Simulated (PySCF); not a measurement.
CH₁₃AsSi₄.
Geometry (PBE0-D3(BJ)/def2-SVP, Å), atoms numbered from 1 in this order:
```
atom  x, y, z in Å
Si1    2.6843   -0.9321    1.0431
C2     1.5603   -1.0403   -0.4662
Si3    0.5534    0.5076   -0.8298
As4   -0.5553    1.2130    1.1458
Si5   -2.3105    2.3061    0.0039
Si6   -1.7514   -0.8146    1.3585
H7     1.8669   -0.7999    2.2868
H8     3.5821    0.2583    0.9350
H9     3.5283   -2.1613    1.1557
H10    0.8733   -1.8942   -0.3341
H11    2.1749   -1.2630   -1.3558
H12   -0.4245    0.2556   -1.9365
H13    1.4604    1.6216   -1.2447
H14   -2.9424    1.4528   -1.0501
H15   -3.3504    2.6921    1.0048
H16   -1.7618    3.5411   -0.6335
H17   -0.8499   -1.8419    1.9634
H18   -2.2467   -1.3313    0.0430
H19   -2.9200   -0.5977    2.2636
```

Computed with core-valence-separated Tamm–Dancoff BHandHLYP/aug-pcX-1 (pcseg-1 on H, def2-SVPD on Si, def2-SVPD on As) in PySCF, non-relativistic, gas phase, PBE0-D3(BJ)/def2-SVP geometry. BHandHLYP without relativity tends to put these K edges a few eV too low, so spacings mean more than positions.

The lowest roots of each edge with f over 0.003 (five at most, numbered afresh; weaker and dark ones are left out), with transition dipoles (au) in the frame of the coordinates:

```json
{"root": "1", "edge": "C", "E (eV)": "285.66", "f": "0.0290", "μx": "-0.0509", "μy": "0.0130", "μz": "0.0372"}
{"root": "2", "edge": "C", "E (eV)": "285.82", "f": "0.0328", "μx": "0.0096", "μy": "0.0673", "μz": "-0.0083"}
{"root": "3", "edge": "C", "E (eV)": "285.98", "f": "0.0123", "μx": "0.0198", "μy": "0.0084", "μz": "0.0359"}
{"root": "4", "edge": "C", "E (eV)": "286.02", "f": "0.0062", "μx": "-0.0208", "μy": "-0.0062", "μz": "-0.0204"}
{"root": "5", "edge": "C", "E (eV)": "286.26", "f": "0.0176", "μx": "-0.0303", "μy": "0.0118", "μz": "-0.0382"}
```

Problem. Molecules are fixed in this frame and the field points along y. What effective strengths 3 f cos²θ do the roots have (θ between field and μ)?

Solution. root 1 (C2): 0.004, root 2 (C2): 0.095, root 3 (C2): 0.001, root 4 (C2): 0.001, root 5 (C2): 0.003. Root 2 is the strongest. Averaged over all orientations cos²θ is 1/3, which gives f back.

 Relativistic effects, spin–orbit coupling among them, are left out although an element past zinc is present.

The run took 24 s wall on Arm Neoverse V1, one thread, on a shared host.

One conformer stands for the species.
